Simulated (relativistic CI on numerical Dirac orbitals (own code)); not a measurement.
## Bi II: what numerical and physical settings do to a radial Dirac CI calculation

Reference input:

```
atom Bi  Z=83  charge=1  electrons=82
nucleus A=209  rms_radius_fm=5.5211
hamiltonian dirac-coulomb  breit=on  qed=on  c_scale=1
orbitals kli  potential=per-configuration
slater_scale 1
correlation none
mixing on
grid step=0.0125 r_max=129.7
scf mixing=0.4 start=green max_iterations=150 tolerance=2e-08 node_fill=0.05
configurations
  [Xe] 4f14 5d10 6s2 6p2
  [Xe] 4f14 5d10 6s2 6p 6d
end
```

Computed lowest total energy -21521.78267 Ha, first excitation 12580.7 cm⁻¹, 24 SCF steps. Runs with settings changed; * marks those that are bad on purpose (the QED terms keep the true α when c is scaled):

| Changed | Outcome | Lowest level | ΔE (Ha) | First excitation (cm⁻¹) | SCF steps | Message |
| --- | --- | --- | --- | --- | --- | --- |
| node fill of the KLI weights 0.2, Slater scale 0.6 | converged | 6p² ³P0 | -0.00293 | 14638.7 | 24 |  |
| QED terms off, iteration limit 20, node fill of the KLI weights 0.01 | converged | 6p² ³P0 | -17.8 | 12417.5 | 24 |  |
| Breit term off, grid step 0.04, speed of light × 10 | converged | 6p² ³P0 | 1420 | 46.7 | 24 |  |
| QED terms off | converged | 6p² ³P0 | -17.8 | 12575.4 | 24 |  |
| node fill of the KLI weights 5 * | converged | 6p² ³P0 | 0.999 | 17380.8 | 25 |  |
| configuration list: extra electron * | refused |  |  |  | 0 | configuration [Xe] 4f14 5d10 6s2 6p 6d 7s has 83 electrons, the ion has 82 |

With so few configurations and no correlation, terms lie too far apart (by 10 to 50 % near neutrality), their order can be wrong, and levels of other configurations are missing.
